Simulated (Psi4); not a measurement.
lead atom (Pb), triplet (core potentials on Pb); M06/def2-TZVP (Psi4).

Psi4 was given this input:
```
memory 2 GB

molecule {
0 3
Pb    0.00000000    0.00000000    0.00000000
}

set {
  basis def2-tzvp
  reference uks
}

energy('m06')
print_variables()
```

It wrote (shortened):

```
   => Loading Basis Set <=

    Name: DEF2-TZVP
    Role: ORBITAL
    Keyword: BASIS

    !!!  WARNING: ECP capability is in beta. Please check occupations closely.  !!!

         ---------------------------------------------------------
                                   SCF
               by Justin Turney, Rob Parrish, Andy Simmonett
                          and Daniel G. A. Smith
                              UKS Reference
         ---------------------------------------------------------

  ==> Geometry <==

    Molecular point group: d2h
    Geometry (in Angstrom), charge = 0, multiplicity = 3:

       Center              X                  Y                   Z               Mass
    ------------   -----------------  -----------------  -----------------  -----------------
         PB           0.000000000000     0.000000000000     0.000000000000   207.976652500000

  Running in d2h symmetry.

  Rotational constants: A = ************  B = ************  C = ************ [cm^-1]
  Rotational constants: A = ************  B = ************  C = ************ [MHz]
  Nuclear repulsion =    0.000000000000000

  Charge       = 0
  Multiplicity = 3
  Electrons    = 22
  Nalpha       = 12
  Nbeta        = 10

  ==> Algorithm <==

  SCF Algorithm Type is DF.
  DIIS enabled.
  MOM disabled.
  Fractional occupation disabled.
  Guess Type is CORE.
  Energy threshold   = 1.00e-06
  Density threshold  = 1.00e-06
  Integral threshold = 1.00e-12

  ==> Primary Basis <==

  Basis Set: DEF2-TZVP
    Blend: DEF2-TZVP
    Number of shells: 16
    Number of basis functions: 50
    Number of Cartesian functions: 59
    Spherical Harmonics?: true
    Max angular momentum: 3

  Core potential: DEF2-TZVP
    Number of shells: 4
    Number of ECP primitives: 18
    Number of ECP core electrons: 60
    Max angular momentum: 3

  ==> DFT Potential <==

   => LibXC <=

    Version 7.1.2
    S. Lehtola, C. Steigemann, M. J. T. Oliveira, and M. A. L. Marques,  SoftwareX 7, 1–5 (2018) (10.1016/j.softx.2017.11.002)

   => Composite Functional: M06 <=

    M06 Meta-GGA XC Functional  (10.1007/s00214-007-0310-x)
    Y. Zhao and D. G. Truhlar,  Theor. Chem. Acc., 120, 215, 2008

    Deriv               =              1
    GGA                 =           TRUE
    Meta                =           TRUE

    Exchange Hybrid     =           TRUE
    MP2 Hybrid          =          FALSE

   => Exchange Functionals <=

    1.0000   XC_HYB_MGGA_X_M06

   => Exact (HF) Exchange <=

    0.2700               HF

   => Correlation Functionals <=

    1.0000    XC_MGGA_C_M06

   => LibXC Density Thresholds  <==

    XC_MGGA_C_M06:  1.00E-12
    XC_HYB_MGGA_X_M06:  1.00E-15

   => Molecular Quadrature <=

    Radial Scheme          =       TREUTLER
    Pruning Scheme         =           NONE
    Nuclear Scheme         =       TREUTLER

    Blocking Scheme        =         OCTREE
    BS radius alpha        =              1
    Pruning alpha          =              1
    Radial Points          =             75
    Spherical Points       =            302
    Total Points           =          20530
    Total Blocks           =            229
    Max Points             =            256
    Max Functions          =             50
    Weights Tolerance      =       1.00E-15

   => Loading Basis Set <=

    Name: (DEF2-TZVP AUX)
    Role: JKFIT
    Keyword: DF_BASIS_SCF

  ==> Integral Setup <==

  SCF_SUBTYPE=INCORE selected. In-core MEM_DF algorithm will be used.
  Using in-core AOs.

  ==> MemDFJK: Density-Fitted J/K Matrices <==

    J tasked:                   Yes
    K tasked:                   Yes
    wK tasked:                   No
    Algorithm:                 Core
    Schwarz Cutoff:           1E-12
    Mask sparsity (%):       0.0000
    Fitting Condition:        1E-10

   => Auxiliary Basis Set <=

  Basis Set: (DEF2-TZVP AUX)
    Blend: DEF2-UNIVERSAL-JKFIT
    Number of shells: 53
    Number of basis functions: 251
    Number of Cartesian functions: 361
    Spherical Harmonics?: true
    Max angular momentum: 6

  Minimum eigenvalue in the overlap matrix is 9.2899402308E-03.
  Reciprocal condition number of the overlap matrix is 2.6330390396E-03.
    Using symmetric orthogonalization.

  ==> Pre-Iterations <==

  SCF Guess: Core (One-Electron) Hamiltonian.

   -------------------------------------------------------
    Irrep   Nso     Nmo     Nalpha   Nbeta   Ndocc  Nsocc
   -------------------------------------------------------
     Ag        12      12       4       4       4       0
     B1g        3       3       1       1       1       0
     B2g        3       3       1       1       1       0
     B3g        3       3       1       1       1       0
     Au         2       2       0       0       0       0
     B1u        9       9       2       1       1       1
     B2u        9       9       1       1       1       0
     B3u        9       9       2       1       1       1
   -------------------------------------------------------
    Total      50      50      12      10      10       2
   -------------------------------------------------------

  ==> Iterations <==

                           Total Energy        Delta E     RMS |[F,P]|

    Occupation by irrep:
             Ag   B1g   B2g   B3g    Au   B1u   B2u   B3u
    DOCC [     3,    0,    0,    1,    0,    2,    2,    2 ]
    SOCC [     0,    1,    1,    0,    0,    0,    0,    0 ]
    NA   [     3,    1,    1,    1,    0,    2,    2,    2 ]
    NB   [     3,    0,    0,    1,    0,    2,    2,    2 ]

   @DF-UKS iter   1:  -180.98311498394852   -1.80983e+02   2.37751e-01 ADIIS
    Occupation by irrep:
             Ag   B1g   B2g   B3g    Au   B1u   B2u   B3u
    DOCC [     4,    1,    1,    1,    0,    1,    1,    1 ]
    SOCC [     0,    0,    0,    0,    0,    1,    0,    1 ]
    NA   [     4,    1,    1,    1,    0,    2,    1,    2 ]
    NB   [     4,    1,    1,    1,    0,    1,    1,    1 ]

   @DF-UKS iter   2:  -158.66712129355750    2.23160e+01   2.75004e-01 ADIIS
   @DF-UKS iter   3:  -192.79446294161264   -3.41273e+01   2.19407e-02 DIIS/ADIIS
   @DF-UKS iter   4:  -192.83914570565318   -4.46828e-02   5.87453e-03 DIIS/ADIIS
   @DF-UKS iter   5:  -192.85048330843887   -1.13376e-02   6.91646e-04 DIIS/ADIIS
   @DF-UKS iter   6:  -192.85059364033549   -1.10332e-04   1.51688e-04 DIIS/ADIIS
   @DF-UKS iter   7:  -192.85060401270124   -1.03724e-05   3.33981e-05 DIIS
   @DF-UKS iter   8:  -192.85060486208266   -8.49381e-07   5.66197e-06 DIIS
   @DF-UKS iter   9:  -192.85060487500991   -1.29272e-08   9.29169e-07 DIIS
  Energy and wave function converged.

  ==> Post-Iterations <==

   Electrons on quadrature grid:
      Nalpha   =   12.0000000000 ; deviation = -1.776e-15
      Nbeta    =   10.0000000000 ; deviation = 1.776e-15
      Ntotal   =   22.0000000000 ; deviation = 0.000e+00

   @Spin Contamination Metric:   3.424479157E-04
   @S^2 Expected:                2.000000000E+00
   @S^2 Observed:                2.000342448E+00
   @S   Expected:                1.000000000E+00
   @S   Observed:                1.000000000E+00

    Orbital Energies [Eh]
    ---------------------

    Alpha Occupied:

[...]
    Alpha Virtual:

[...]
    Beta Occupied:

[...]
       4Ag    -0.462610

    Beta Virtual:

[...]
      12Ag   124.187031

    Final Occupation by Irrep:
             Ag   B1g   B2g   B3g    Au   B1u   B2u   B3u
    DOCC [     4,    1,    1,    1,    0,    1,    1,    1 ]
    SOCC [     0,    0,    0,    0,    0,    1,    0,    1 ]
    NA   [     4,    1,    1,    1,    0,    2,    1,    2 ]
    NB   [     4,    1,    1,    1,    0,    1,    1,    1 ]

  @DF-UKS Final Energy:  -192.85060487500991

   => Energetics <=

    Nuclear Repulsion Energy =              0.0000000000000000
    One-Electron Energy =                -335.8808733739369927
    Two-Electron Energy =                 155.0119639638167541
    DFT Exchange-Correlation Energy =     -11.9816954648896701
    Empirical Dispersion Energy =           0.0000000000000000
    VV10 Nonlocal Energy =                  0.0000000000000000
    Total Energy =                       -192.8506048750099069

  UHF NO Occupations:
  HONO-2 :    4 Ag 1.9998413
  HONO-1 :    2B1u 1.0000000
  HONO-0 :    2B3u 1.0000000
  LUNO+0 :    5 Ag 0.0001587
  LUNO+1 :    2B2g 0.0000051
  LUNO+2 :    6 Ag 0.0000051
  LUNO+3 :    7 Ag 0.0000012

Computation Completed

Properties will be evaluated at   0.000000,   0.000000,   0.000000 [a0]

Properties computed using the SCF density matrix

 Multipole Moments:

 ------------------------------------------------------------------------------------
     Multipole            Electronic (a.u.)      Nuclear  (a.u.)        Total (a.u.)
 ------------------------------------------------------------------------------------

 L = 1.  Multiply by 2.5417464519 to convert [e a0] to [Debye]
 Dipole X            :          0.0000000            0.0000000            0.0000000
 Dipole Y            :          0.0000000            0.0000000            0.0000000
 Dipole Z            :          0.0000000            0.0000000            0.0000000
 Magnitude           :                                                    0.0000000

 ------------------------------------------------------------------------------------

  Variable Map:
  ----------------------------------------------------------------------------
[...]
  Array Variable Map:
  ----------------------------------------------------------------------------
[...]
[...]
```
